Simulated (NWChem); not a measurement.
System: C3H6N2; SMILES NC=C=CN

The following NWChem deck was run.

```
start job
memory heap 200 mb stack 900 mb global 1100 mb
geometry units angstroms noautoz
  N      2.361680     0.231705     0.335461
  C      1.278347    -0.356393    -0.330737
  C      0.000000     0.000000    -0.260313
  C     -1.278347     0.356393    -0.330737
  N     -2.361680    -0.231705     0.335461
  H      2.099236     0.826694     1.125574
  H      3.116216    -0.414592     0.579513
  H      1.592461    -1.166303    -1.021830
  H     -1.592461     1.166303    -1.021830
  H     -3.116216     0.414592     0.579513
  H     -2.099236    -0.826694     1.125574
end
basis spherical
  * library def2-svp
end
dft
  xc b3lyp
  iterations 150
  vectors input atomic output neutral.movecs
end
task dft energy
charge 1
dft
  odft
  mult 2
  vectors input atomic output cation.movecs
end
task dft energy
```

Excerpt of the output:

```
             Northwest Computational Chemistry Package (NWChem) 7.3.0
             --------------------------------------------------------

 C2  symmetry detected

                             Geometry "geometry" -> ""
                             -------------------------

 Output coordinates in angstroms (scale by  1.889725989 to convert to a.u.)

  No.       Tag          Charge          X              Y              Z
 ---- ---------------- ---------- -------------- -------------- --------------
    1 N                    7.0000     2.36324540     0.21515299     0.32145453
    2 C                    6.0000     1.27581868    -0.36534057    -0.34474347
    3 C                    6.0000     0.00000000     0.00000000    -0.27431947
    4 C                    6.0000    -1.27581868     0.36534057    -0.34474347
    5 N                    7.0000    -2.36324540    -0.21515299     0.32145453
    6 H                    1.0000     2.10497643     0.81196611     1.11156753
    7 H                    1.0000     3.11323482    -0.43641455     0.56550653
    8 H                    1.0000     1.58425060    -1.17743142    -1.03583647
    9 H                    1.0000    -1.58425060     1.17743142    -1.03583647
   10 H                    1.0000    -3.11323482     0.43641455     0.56550653
   11 H                    1.0000    -2.10497643    -0.81196611     1.11156753

 Effective nuclear repulsion energy (a.u.)     152.6037938692

      Symmetry information
      --------------------

 Group name             C2
 Group number              4
 Group order               2
 No. of unique centers     6

                                 NWChem DFT Module
                                 -----------------

 Summary of "ao basis" -> "ao basis" (spherical)
 ------------------------------------------------------------------------------
       Tag                 Description            Shells   Functions and Types
 ---------------- ------------------------------  ------  ---------------------
 N                          def2-svp                 6       14   3s2p1d
 C                          def2-svp                 6       14   3s2p1d
 H                          def2-svp                 3        5   2s1p

      Symmetry analysis of basis
      --------------------------

        a          51
        b          49

            General Information
            -------------------
          SCF calculation type: DFT
          Wavefunction type:  closed shell.
          No. of atoms     :    11
          No. of electrons :    38
           Alpha electrons :    19
            Beta electrons :    19
          Charge           :     0
          Spin multiplicity:     1
          Use of symmetry is: on ; symmetry adaption is: on
          Maximum number of iterations: 150
          AO basis - number of functions:   100
                     number of shells:    48
          Convergence on energy requested:  1.00D-06
          Convergence on density requested:  1.00D-05
          Convergence on gradient requested:  5.00D-04

              XC Information
              --------------
                         B3LYP Method XC Potential
                     Hartree-Fock (Exact) Exchange  0.200
                        Slater Exchange Functional  0.800 local
                    Becke 1988 Exchange Functional  0.720 non-local
              Lee-Yang-Parr Correlation Functional  0.810
                  VWN I RPA Correlation Functional  0.190 local

             Grid Information
             ----------------
          Grid used for XC integration:  medium
          Radial quadrature: Mura-Knowles
          Angular quadrature: Lebedev.
          Tag              B.-S. Rad. Rad. Pts. Rad. Cut. Ang. Pts.
          ---              ---------- --------- --------- ---------
          N                   0.65       49          13.0       434
          C                   0.70       49          11.0       434
          H                   0.35       45          14.0       434
          Grid pruning is: on
          Number of quadrature shells:   282
          Spatial weights used:  Erf1

      Superposition of Atomic Density Guess
      -------------------------------------

 Sum of atomic energies:        -224.35846882

      Non-variational initial energy
      ------------------------------

 Total energy =    -227.356153
 1-e energy   =    -603.495493
 2-e energy   =     223.535546
 HOMO         =      -0.237216
 LUMO         =       0.029819

      Symmetry analysis of molecular orbitals - initial
      -------------------------------------------------

  Numbering of irreducible representations:

     1 a           2 b

  Orbital symmetries:

     1 b           2 a           3 a           4 b           5 a
     6 a           7 b           8 a           9 b          10 a
    11 b          12 a          13 b          14 a          15 b
    16 a          17 b          18 b          19 a          20 a
    21 b          22 b          23 a          24 a          25 b
    26 a          27 b          28 a          29 b

   convergence    iter        energy       DeltaE   RMS-Dens  Diis-err
 ---------------- ----- ----------------- --------- --------- ---------
 d= 0,ls=0.0,diis     1   -227.1361818370 -3.80D+02  1.26D-02  5.00D-01
 d= 0,ls=0.0,diis     2   -227.1615582303 -2.54D-02  6.54D-03  3.12D-01
 d= 0,ls=0.0,diis     3   -227.1879306872 -2.64D-02  2.56D-03  9.80D-02
 d= 0,ls=0.0,diis     4   -227.1989748608 -1.10D-02  7.77D-04  1.00D-02
 d= 0,ls=0.0,diis     5   -227.2000972682 -1.12D-03  2.03D-04  4.65D-04
  Resetting Diis
 d= 0,ls=0.0,diis     6   -227.2001517904 -5.45D-05  3.05D-05  3.46D-06
 d= 0,ls=0.0,diis     7   -227.2001522027 -4.12D-07  9.63D-06  2.65D-07

         Total DFT energy =     -227.200152202717
      One electron energy =     -608.353219611375
           Coulomb energy =      260.798091033864
    Exchange-Corr. energy =      -32.248817494396
 Nuclear repulsion energy =      152.603793869191

 Numeric. integr. density =       37.999995550193

                  Occupations of the irreducible representations
                  ----------------------------------------------

                     irrep           alpha         beta
                     --------     --------     --------
                     a                10.0         10.0
                     b                 9.0          9.0

                       DFT Final Molecular Orbital Analysis
                       ------------------------------------

 Vector   17  Occ=2.000000D+00  E=-3.230314D-01  Symmetry=b
              MO Center=  1.7D-14, -2.4D-15,  1.2D-02, r^2= 5.1D+00
   Bfn.  Coefficient  Atom+Function         Bfn.  Coefficient  Atom+Function
  ----- ------------  ---------------      ----- ------------  ---------------
    20      0.211719   2 C  pz               48     -0.211719   4 C  pz
     5      0.193462   1 N  py               61      0.193462   5 N  py
     6     -0.184550   1 N  pz               62      0.184550   5 N  pz
     4      0.171698   1 N  px               60      0.171698   5 N  px
     8     -0.145815   1 N  py               64     -0.145815   5 N  py

 Vector   18  Occ=2.000000D+00  E=-1.987771D-01  Symmetry=b
              MO Center=  9.6D-14,  6.9D-15, -1.6D-01, r^2= 3.7D+00
   Bfn.  Coefficient  Atom+Function         Bfn.  Coefficient  Atom+Function
  ----- ------------  ---------------      ----- ------------  ---------------
    33      0.393234   3 C  py               36      0.278709   3 C  py
     6     -0.197450   1 N  pz               62      0.197450   5 N  pz
     3     -0.185023   1 N  s                59      0.185023   5 N  s
     9      0.159173   1 N  pz               65     -0.159173   5 N  pz
    20     -0.149913   2 C  pz               48      0.149913   4 C  pz

 Vector   19  Occ=2.000000D+00  E=-1.940943D-01  Symmetry=a
              MO Center= -8.9D-14, -3.0D-15, -4.7D-02, r^2= 4.0D+00
   Bfn.  Coefficient  Atom+Function         Bfn.  Coefficient  Atom+Function
  ----- ------------  ---------------      ----- ------------  ---------------
    34      0.379655   3 C  pz               37      0.277988   3 C  pz
     5     -0.191792   1 N  py               61      0.191792   5 N  py
     8      0.172946   1 N  py               64     -0.172946   5 N  py
     6      0.170920   1 N  pz               62      0.170920   5 N  pz
     9     -0.159760   1 N  pz               65     -0.159760   5 N  pz

 Vector   20  Occ=0.000000D+00  E= 2.433196D-02  Symmetry=a
              MO Center=  2.8D-15, -2.8D-16,  1.1D-01, r^2= 6.9D+00
   Bfn.  Coefficient  Atom+Function         Bfn.  Coefficient  Atom+Function
  ----- ------------  ---------------      ----- ------------  ---------------
     3      0.695060   1 N  s                59      0.695060   5 N  s
    77     -0.461730   7 H  s                92     -0.461730  10 H  s
    82     -0.382107   8 H  s                87     -0.382107   9 H  s
    72     -0.373435   6 H  s                97     -0.373435  11 H  s
    22     -0.337126   2 C  py               50      0.337126   4 C  py

 Vector   21  Occ=0.000000D+00  E= 3.253902D-02  Symmetry=b
              MO Center=  5.9D-15, -2.5D-16, -1.1D-01, r^2= 5.1D+00
   Bfn.  Coefficient  Atom+Function         Bfn.  Coefficient  Atom+Function
  ----- ------------  ---------------      ----- ------------  ---------------
     3      0.457003   1 N  s                59     -0.457003   5 N  s
    23     -0.418293   2 C  pz               51      0.418293   4 C  pz
    82     -0.356260   8 H  s                87      0.356260   9 H  s
    36     -0.323322   3 C  py               77     -0.323041   7 H  s
    92      0.323041  10 H  s                33     -0.294486   3 C  py

 Vector   22  Occ=0.000000D+00  E= 8.033485D-02  Symmetry=b
              MO Center= -1.1D-15, -1.6D-16,  7.7D-01, r^2= 1.0D+01
   Bfn.  Coefficient  Atom+Function         Bfn.  Coefficient  Atom+Function
  ----- ------------  ---------------      ----- ------------  ---------------
     3      0.844800   1 N  s                59     -0.844800   5 N  s
    77     -0.799590   7 H  s                92      0.799590  10 H  s
    72     -0.610553   6 H  s                97      0.610553  11 H  s
    36      0.254759   3 C  py               33      0.235294   3 C  py
    35      0.220919   3 C  px                9      0.211890   1 N  pz

     Multipole analysis of the density
     ---------------------------------

     L   x y z        total         alpha         beta         nuclear
     -   - - -        -----         -----         ----         -------
     0   0 0 0     -0.000000    -19.000000    -19.000000     38.000000

     1   1 0 0      0.000000      0.000000      0.000000     -0.000000
     1   0 1 0      0.000000      0.000000      0.000000      0.000000
     1   0 0 1      0.840169      0.420085      0.420085      0.000000

     2   2 0 0    -17.586729   -242.675895   -242.675895    467.765060
     2   1 1 0     -3.587336      0.892746      0.892746     -5.372828
     2   1 0 1      0.000000      0.000000      0.000000      0.000000
     2   0 2 0    -22.352426    -23.178451    -23.178451     24.004476
     2   0 1 1      0.000000      0.000000      0.000000      0.000000
     2   0 0 2    -21.288085    -25.965730    -25.965730     30.643376

                                 NWChem DFT Module
                                 -----------------

      Symmetry analysis of basis
      --------------------------

        a          51
        b          49

            General Information
            -------------------
          SCF calculation type: DFT
          Wavefunction type:  spin polarized.
          No. of atoms     :    11
          No. of electrons :    37
           Alpha electrons :    19
            Beta electrons :    18
          Charge           :     1
          Spin multiplicity:     2
          Use of symmetry is: on ; symmetry adaption is: on
          Maximum number of iterations: 150
          AO basis - number of functions:   100
                     number of shells:    48
          Convergence on energy requested:  1.00D-06
          Convergence on density requested:  1.00D-05
          Convergence on gradient requested:  5.00D-04

              XC Information
              --------------
                         B3LYP Method XC Potential
                     Hartree-Fock (Exact) Exchange  0.200
                        Slater Exchange Functional  0.800 local
                    Becke 1988 Exchange Functional  0.720 non-local
              Lee-Yang-Parr Correlation Functional  0.810
                  VWN I RPA Correlation Functional  0.190 local

             Grid Information
             ----------------
          Grid used for XC integration:  medium
          Radial quadrature: Mura-Knowles
          Angular quadrature: Lebedev.
          Tag              B.-S. Rad. Rad. Pts. Rad. Cut. Ang. Pts.
          ---              ---------- --------- --------- ---------
          N                   0.65       49          13.0       434
          C                   0.70       49          11.0       434
          H                   0.35       45          14.0       434
          Grid pruning is: on
          Number of quadrature shells:   282
          Spatial weights used:  Erf1

      Superposition of Atomic Density Guess
      -------------------------------------

 Sum of atomic energies:        -224.35846882

 Renormalizing density from      38.00 to     37

      Non-variational initial energy
      ------------------------------

 Total energy =    -223.084919
 1-e energy   =    -587.614033
 2-e energy   =     211.925320
 HOMO         =      -0.531685
 LUMO         =      -0.258705

   Symmetry analysis of molecular orbitals - initial alpha
   -------------------------------------------------------

  Numbering of irreducible representations:

     1 a           2 b

  Orbital symmetries:

     1 b           2 a           3 a           4 b           5 a
     6 a           7 b           8 a           9 b          10 a
    11 b          12 a          13 b          14 a          15 b
    16 a          17 b          18 b          19 a          20 b
    21 a          22 a          23 b          24 a          25 b
    26 a          27 b          28 a          29 b

   Symmetry analysis of molecular orbitals - initial beta
   ------------------------------------------------------

  Numbering of irreducible representations:

     1 a           2 b

  Orbital symmetries:

     1 b           2 a           3 a           4 b           5 a
     6 a           7 b           8 a           9 b          10 a
    11 b          12 a          13 b          14 a          15 b
    16 a          17 b          18 b          19 a          20 b
    21 a          22 a          23 b          24 a          25 b
    26 a          27 b          28 a          29 b

[...]
```

Level: B3LYP/def2-SVP, vertical spin-unrestricted ions. Geometry: optimised at PBE-D3(BJ)/def2-SVP.
